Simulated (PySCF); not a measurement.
**Tl(SH)3 at several levels of theory**

Computed with PySCF 2.14.0 (density fitting, no spin-orbit coupling) at the geometry relaxed with r2SCAN:

```xyz
7
Tl(SH)3 (singlet)
Tl    0.0000    0.0000    0.5189
S     2.4225   -0.5195    0.5182
H     2.7568    0.7922    0.5214
S    -0.7614    2.3577    0.5182
H    -2.0644    1.9914    0.5214
S    -1.6611   -1.8382    0.5182
H    -0.6924   -2.7835    0.5214
```

```csv
level,basis,state,HOMO (eV),gap (eV),charge on Tl1 (e),dipole about the centre of mass (D),largest force component (eV/Å)
r2SCAN,"Tl def2-SVP with ECP60, S def2-SVP, H def2-SVP",singlet,-6.48,3.09,0.42,0.01,0.02
wB97X,the same,singlet,-9.77,9.03,0.44,0.01,0.46
BP86,the same,singlet,-6.22,2.70,0.32,0.01,0.34
M06-L,the same,singlet,-6.40,3.09,0.62,0.01,0.22
r2SCAN,"Tl def2-TZVP with ECP60, S def2-TZVP, H def2-TZVP",singlet,-6.63,3.11,0.66,0.01,0.38
r2SCAN,"Tl x2c-SVPall, S x2c-SVPall, H x2c-SVPall",singlet,-6.47,3.04,0.56,0.01,0.19
```

Charges are Mulliken's, which hang on the basis. The relaxation used the grid (50, 194), these runs (75, 302) or, all-electron (x2c bases, spin-free X2C Hamiltonian), (99, 590).

(1) What does revPBE with Tl def2-SVP with ECP60, S def2-SVP, H def2-SVP give here?

No frequency check is given that shows the relaxed geometry to be a minimum.

Results:

(1) state singlet, HOMO (eV) -6.10, gap (eV) 2.76, charge on Tl1 (e) 0.36, dipole about the centre of mass (D) 0.01, largest force component (eV/Å) 0.40. Time: 4.2 s on 2 threads of Intel(R) Xeon(R) 6975P-C (Granite Rapids) (shared host), from an already converged density.
